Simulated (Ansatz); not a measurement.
`C#[C][SnH3]` + HI → `[SnH3][I]` + `C#C` at 400 K and 1 bar (ligand exchange at the Sn–C bond).

Calculated with Ansatz (gas phase, PBE0-D4/def2-TZVP geometries, no zero-point term in ΔE). CCSD(T)/CBS adds triple-zeta CCSD(T) − MP2 to the extrapolated MP2 energy (def2 sets, frozen cores). This one scheme is used for every species. def2 core potentials past Kr. For I, Sn outer-core shells are correlated without core-valence functions, which leaves a few kJ/mol of doubt a bond.

| species | CCSD(T)/CBS energy (Eh) | H − E (kJ/mol) | S (J/(mol·K)) |
| --- | --- | --- | --- |
| `C#[C][SnH3]` | -292.44374 | 126.6 | 320.7 |
| HI | -298.03592 | 25.7 | 215.0 |
| `[SnH3][I]` | -513.29032 | 75.0 | 315.4 |
| `C#C` | -77.22717 | 85.5 | 213.8 |

H − E and S are ideal-gas, rigid-rotor, harmonic terms from PBE0-D4/def2-TZVP. 1 Eh = 2625.50 kJ/mol, R = 8.31446 J/(mol·K).

Task: By hand: ΔE, ΔH, ΔS and ΔG.

Result: ΔE = (-513.29032) + (-77.22717) − (-292.44374) − (-298.03592) = -0.03783 Eh = -99.3 kJ/mol. Δ(H − E) = 75.0 + 85.5 − 126.6 − 25.7 = 8.2, so ΔH = -91.1 kJ/mol. ΔS = 315.4 + 213.8 − 320.7 − 215.0 = -6.5 J/(mol·K). ΔG = -91.1 − 400 × (-6.5)/1000 = -88.5 kJ/mol.

Task: By hand: the equilibrium constant, and the temperature at which ΔG would vanish if ΔH and ΔS stayed fixed.

Result: log₁₀ K = −ΔG/(RT ln 10) = 11.6. ΔG = 0 at ΔH/ΔS = 14015 K, far beyond where these terms or the molecules hold.

The number of gas molecules stays the same, so ΔS is small and ΔH decides. A doubt of 5 kJ/mol in ΔE shifts log₁₀ K by 0.7 here. These are equilibria of isolated gas molecules and say nothing of rates. Largest T1 diagnostic: 0.014 (customary marks: 0.02 for closed shells, 0.045 for open ones).
